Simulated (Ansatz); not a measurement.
Cost and result for the atomization energy of CH$_{8}$AlBOSi, SMILES `CO[B]([AlH2])[SiH3]` (13 atoms, 12 bonds).

Cartesian coordinates in Å:
```
C -1.411 -0.040 -1.758
O -0.121 -0.285 -1.243
B 0.243 -0.053 0.031
Al -0.955 0.775 1.622
Si 2.168 -0.557 0.492
H -1.840 -0.982 -2.107
H -1.332 0.649 -2.600
H -2.064 0.395 -0.991
H -1.591 -0.154 2.752
H -1.089 2.353 1.822
H 2.727 0.408 1.486
H 3.099 -0.618 -0.670
H 2.166 -1.891 1.163
```

Total charge 0; spin multiplicity 1. The geometry is a stationary point of PBE0-D4/def2-TZVP. It is one conformer, not always the lowest. Program: Ansatz. All runs use 4 threads of an Arm Neoverse V2 on a shared host. Times are those of one run each, without the atoms' runs, and a repeat can differ threefold. Electronic energies, without spin–orbit coupling; frozen cores. CCSD(T)/CBS adds CCSD(T) − MP2 in def2-TZVPP to the MP2 limit, and its time is that of the two runs behind it. T1 = 0.015. B3LYP takes the VWN-RPA correlation (the form of Gaussian; ORCA's B3LYP/G).

CCSD(T)/CBS is a level of theory with its own doubt, some kJ/mol a heavy atom from the limit and from the frozen cores, so smaller differences don't rank the functionals.

```tsv
level	functions	wall time	atomization (kJ/mol)	difference from CCSD(T)/CBS	per bond
PBE-D4/def2-TZVPP (with forces)	289	2.9 s	4281.7	35.9	3.0
PBE0-D4/def2-TZVPP	289	3.3 s	4232.4	-13.4	-1.1
r2SCAN-D4/def2-TZVPP (with forces)	289	5 s	4267.0	21.2	1.8
B3LYP-D4/def2-TZVPP (with forces)	289	5.5 s	4256.3	10.5	0.9
B2PLYP/def2-TZVPP	289	6 s	4199.4	-46.4	-3.9
ωB97M-V/def2-TZVPP (with forces)	289	12 s	4258.1	12.3	1.0
ωB97X-V/def2-TZVPP	289	13 s	4273.8	28.0	2.3
MP2/def2-QZVPP	551	23 s	4226.1	-19.7	-1.6
CCSD(T)/def2-TZVPP	289	2.8 min	4145.1	-100.7	-8.4
CCSD(T)/CBS(def2)	–	3.2 min	4245.8	0.0	0.0
```

In def2-TZVPP, CCSD(T) changes the Hartree–Fock value by +956.4 kJ/mol (the triples alone add +50.6 kJ/mol) and MP2 by +977.5 kJ/mol; breaking electron pairs costs correlation energy, which Hartree–Fock lacks. The D4 term adds +41.2 kJ/mol with B3LYP and +22.0 kJ/mol with PBE0; it sums over pairs of atoms, weighted by their polarisabilities, and B3LYP, whose exchange is more repulsive, gets the larger term. From PBE to PBE0 (25 % exact exchange), in def2-TZVPP and without D4, the atomization energy moves by −45.7 kJ/mol: exact exchange takes away binding that semilocal exchange gives to molecules.
